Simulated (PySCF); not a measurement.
SbH2Br, SMILES [Br][SbH2].

Coordinates come from a PBE0-D3(BJ)/def2-TZVP optimisation. The def2 effective core potentials stand for the cores of Sb; spin–orbit coupling is left out.

Level of theory: B3LYP/def2-TZVPD run with PySCF.

Symmetry labels are those of the subgroup Cs that the program uses (full group Cs).

Task: List the valence orbital energies around the gap with their symmetry. (An estimate is asked for; the answer gives what the named calculation found.)

Result: 
```json
[
 {"orbital": "HOMO−7", "symmetry": "A'", "energy (eV)": "-36.02"},
 {"orbital": "HOMO−6", "symmetry": "A'", "energy (eV)": "-20.87"},
 {"orbital": "HOMO−5", "symmetry": "A'", "energy (eV)": "-15.95"},
 {"orbital": "HOMO−4", "symmetry": "A\"", "energy (eV)": "-10.04"},
 {"orbital": "HOMO−3", "symmetry": "A'", "energy (eV)": "-9.88"},
 {"orbital": "HOMO−2", "symmetry": "A'", "energy (eV)": "-8.67"},
 {"orbital": "HOMO−1", "symmetry": "A\"", "energy (eV)": "-7.94"},
 {"orbital": "HOMO", "symmetry": "A'", "energy (eV)": "-7.36"},
 {"orbital": "LUMO", "symmetry": "A'", "energy (eV)": "-2.18"},
 {"orbital": "LUMO+1", "symmetry": "A\"", "energy (eV)": "-0.82"},
 {"orbital": "LUMO+2", "symmetry": "A'", "energy (eV)": "-0.55"},
 {"orbital": "LUMO+3", "symmetry": "A'", "energy (eV)": "0.73"}
]
```
